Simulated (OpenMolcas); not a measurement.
An OpenMolcas run meant for N⁺ (ANO-RCC-VTZP, DKH3; inactive shells 1s; intended active space 4 electrons in 8 orbitals (2s 2p 3s 3p)). One step of its input:

```
&CASPT2
Multistate=3 1 2 3
Frozen=0 0
IPEA=0.25
Shift=3.0
MaxIter=60
WThr=0.0 0.3 0.05
PrWF=0.5
NoMix
```

The run finished. Its levels beside those of a sound run (SS-CASPT2, IPEA 0.25 Eh, imaginary shift 0.1 Eh (closed shells correlated: 1s)), in cm-1 above each run's lowest level:

```
       Level  This run  Usual run
 2s2 2p2 3P0       0.0        0.0
 2s2 2p2 3P1      45.5       45.5
 2s2 2p2 3P2       135        135
 2s2 2p2 1D2     16174      15728
 2s2 2p2 1S0     31503      32401
2s 2p3 5S* 2     42846      44475
2s 2p3 3D* 1     93279      90794
2s 2p3 3D* 2     93283      90798
2s 2p3 3D* 3     93291      90806
2s 2p3 3P* 0    109979     108973
2s 2p3 3P* 1    109983     108977
2s 2p3 3P* 2    109992     108985
2s 2p3 1D* 2    151397     146909
2s 2p3 3S* 1    158297     155904
```

Q: Which setting is unsound, and how much does it matter here?

A: The level shift is far above the usual 0.1 to 0.3 hartree and damps the second-order energy. Against the sound run the excited levels shown move by 1600 cm-1 on average and by 4500 cm-1 at most.

Term energies are means over components that CASPT2 splits; among the terms shown or strongly mixed into the levels shown the widest spread is 70 cm-1 (2s 2p3 3D*, the sound run). The run also gave levels led by 2s2 2p 3s, which use shells meant for correlation; these and all levels above them are left out. Levels of configurations outside the active space are missing.

* marks odd parity.
